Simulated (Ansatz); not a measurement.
Two members of one family (InAs nanocrystals, H-capped), computed with Ansatz in the gas phase; def2 core potentials for In, no spin–orbit coupling. The two geometries come from different levels. Binding counts from free atoms in the multiplicity of their measured ground term, without zero-point energy. Sets without diffuse functions give affinities that are too small. A dash marks a value that wasn't run or was left out as unsound. The structures are stationary points that may keep the symmetry of their start. Remarks come from the PBE and PBE0 runs and from stability tests at other levels; not every state was tested. HOMO above LUMO (over both spins in singlets and doublets, within one spin in higher multiplets; at PBE or PBE0), or a gap under 0.15 eV within one spin, warns that the state may not be the lowest or that an electron is smeared out.

First: In13As13H30, cut from zinc blende (singlet, charge 0, r2SCAN-D4/def2-SVP geometry).

```xyz
56

In   -0.2944    1.5220    3.0209
In   -4.3292    1.5814    0.9230
In   -1.9429    5.2839    1.0706
In    1.5639    2.9453   -0.6382
In   -2.5243    2.9648   -2.6310
In   -2.6731   -2.3524    3.0687
In    1.2131   -2.1979    5.1510
In    3.0680   -0.6317    1.3108
In    0.5919   -4.4437    1.4082
In   -0.7611   -0.6720   -0.6469
In    1.1730    0.5934   -4.5112
In    2.6333   -2.8789   -2.6183
In    5.0941    0.7726   -2.5115
As   -2.4553    2.8764    2.2258
As   -0.9152   -0.7823    4.2208
As   -4.6667   -0.7007    2.3181
As    0.8825    0.7808    0.7516
As   -2.9402    0.7532   -1.1988
As   -0.7591    4.1763   -1.1137
As    2.6782    1.9722   -2.8625
As   -1.0960    2.0352   -4.7204
As   -1.4320   -2.8324    0.7566
As    2.1547   -2.7478    2.6598
As    4.0523   -1.2935   -1.0831
As    1.7951   -4.8429   -0.9723
As    0.4285   -1.4070   -2.9116
H     0.7094    2.4988    4.0355
H    -5.8459    2.3128    0.5460
H    -0.7039    6.0458    1.9958
H    -3.4611    5.9244    0.5484
H     2.6583    3.9917    0.1976
H    -3.9622    3.7556   -3.1632
H    -3.2912   -3.7577    3.8554
H     2.3001   -1.0723    5.8746
H     0.5914   -3.6776    5.7928
H     4.2353    0.2421    2.2415
H     0.1151   -5.9403    2.1228
H     1.7420    0.0966   -6.0620
H     3.2648   -3.5246   -4.0888
H     6.0006    1.7499   -1.4177
H     5.5645    0.1347   -4.0480
H    -3.1656    3.2180    3.5219
H    -1.6617   -0.3512    5.4697
H    -5.4433   -0.3462    3.5679
H    -5.7619   -1.5179    1.6659
H    -3.8649   -0.1295   -2.0132
H    -0.3705    5.3586   -1.9812
H     2.9824    3.2077   -3.6884
H    -0.7890    3.2190   -5.6118
H    -2.0338    1.3384   -5.6847
H    -2.3848   -3.6477   -0.0937
H     3.3939   -3.5906    2.8954
H     5.2455   -2.1716   -0.7570
H     2.9780   -5.7539   -0.7254
H     0.9806   -5.8382   -1.7713
H    -0.5611   -2.2490   -3.6910
```

| level | HOMO (eV) | LUMO (eV) | gap (eV) | vertical EA (eV) | binding per atom (eV) |
| --- | --- | --- | --- | --- | --- |
| PBE-D4/def2-SVP | -5.71 | -2.71 | 3.00 | 1.50 | 2.43 |
| r2SCAN-D4/def2-SVP | -5.94 | -2.55 | 3.39 | – | 2.43 |
| PBE0-D4/def2-SVP | -6.62 | -2.03 | 4.60 | 1.25 | 2.42 |

Second: In14As14H34, cut from wurtzite (singlet, charge 0, PBE-D4/def2-SVP geometry).

```xyz
62

As    0.934    4.229   -3.438
In    2.495    5.036   -1.300
In    4.531    1.258   -3.037
As    3.215    2.464   -0.975
In   -1.359    2.869   -3.105
As   -2.283    4.340   -1.002
In    0.615   -0.573   -3.918
As    3.065   -1.052   -3.039
As   -0.610    0.651   -1.894
In    1.185    1.090    0.011
In   -2.532    3.292    1.477
As   -0.028    2.520    1.952
In    3.283   -2.492   -0.815
As    1.986   -1.176    1.087
In    4.053   -0.700    2.745
In    0.050    1.444    4.402
As    2.622    0.720    4.646
As   -0.717   -2.946   -3.865
In   -2.765   -0.656   -0.998
As   -3.622    0.896    1.062
In   -1.026   -4.485   -1.651
As    1.636   -4.639   -1.186
As   -1.943   -2.868    0.215
In   -0.047   -2.582    2.071
In   -3.775   -0.235    3.485
As   -1.196   -0.845    3.819
In   -4.020   -4.382    1.035
As   -4.918   -2.606    2.961
H     0.647    5.329   -4.461
H     1.788    3.355   -4.356
H     3.782    6.007   -1.944
H     1.294    5.498   -0.120
H     4.007    2.120   -4.462
H     6.146    0.883   -2.522
H     4.160    2.428    0.227
H    -2.499    2.852   -4.416
H    -1.384    5.566   -0.852
H    -3.561    5.096   -1.367
H     0.455    0.179   -5.484
H     3.677   -1.932   -4.134
H    -3.312    4.365    2.599
H     0.755    3.832    2.040
H     4.889   -3.071   -0.459
H     5.062    0.520    2.021
H     4.511   -2.164    3.561
H    -0.612    2.404    5.693
H     3.350    1.997    5.070
H     2.693    0.045    6.016
H    -0.259   -3.838   -5.021
H    -2.117   -2.672   -4.413
H    -4.017   -0.845   -2.202
H    -5.081    1.233    0.743
H    -1.759   -6.022   -2.011
H     2.249   -5.627   -2.180
H     1.795   -5.527    0.048
H     0.395   -4.077    2.858
H    -4.528    0.721    4.731
H    -1.200   -1.575    5.166
H    -5.265   -4.347   -0.180
H    -3.420   -5.731    1.953
H    -6.405   -2.293    2.787
H    -5.063   -3.280    4.326
```

Q: Estimate the same table for the second.

A: 
```csv
level,HOMO (eV),LUMO (eV),gap (eV),vertical EA (eV),binding per atom (eV)
PBE-D4/def2-SVP,-5.52,-2.57,2.95,1.45,2.42
r2SCAN-D4/def2-SVP,-5.74,-2.40,3.33,–,2.42
PBE0-D4/def2-SVP,-6.40,-1.89,4.51,1.16,2.41
```

Remarks: gap within one spin near zero at PBE or PBE0 (-1 doublet).
